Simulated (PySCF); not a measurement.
## Low-lying terms of Tl⁺ (thallium, charge +1)

Ground state [Xe] 4f14 5d10 6s2, ¹S. Computed with PySCF 2.14 in aug-cc-pVDZ-PP with one added diffuse shell each of s, p, d type with ECP60MDF (6s5p4d, 41 functions), with scalar relativity through the core potential. Vertical excitation energies in eV without spin-orbit coupling; excited terms of each kind are numbered among those the solver found. Frozen: 5s2 5p6.

```csv
term,leading excitation,EOM-EE-CCSD
1 3P°,6s → p,6.488
1 1P°,6s → p,9.132
1 3S,6s → s,12.222
1 1S,6s → s,12.564
1 1D,6s → d,13.427
1 3D,6s → d,13.614
2 3P°,6s → p,14.192
2 1P°,6s → p,14.483
1 3F°,5d → p,15.222
1 1F°,5d → p,15.553
2 3S,6s → s,15.759
2 1S,6s → s,15.835
2 1D,6s → d,15.837
2 3D,6s → d,16.161
```

The spin-orbit splitting of the hole, absent here, rivals or exceeds the spacing of these terms, so the LS terms are model states.

Only the lower part of the computed list is shown. Doubly excited terms such as np² are absent. The solver can miss terms. Rydberg members are limited by the diffuse functions of the basis.
